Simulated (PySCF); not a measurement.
System: H₆BN, singlet: internal rotation, threefold axis kept, other coordinates relaxed. Scanned: torsion (0 = eclipsed). Other coordinates (B-N length, H-B-N angle, H-N-B angle, B-H length, N-H length) were minimised at B3LYP/def2-TZVP.

Computed with CCSD(T) on RHF/cc-pVTZ, 2 core orbitals frozen (PySCF).

Scanned values (°): 0, 10, 20, 30, 40, 50, 60.

### Question
At which scan points does the profile have its minima and maxima, and how high do they lie?

### Answer
Lower than their neighbours: 60° (0.00 kcal/mol, end of the scan). Higher than their neighbours: 0° (2.09 kcal/mol, end of the scan). The whole profile spans 2.09 kcal/mol.
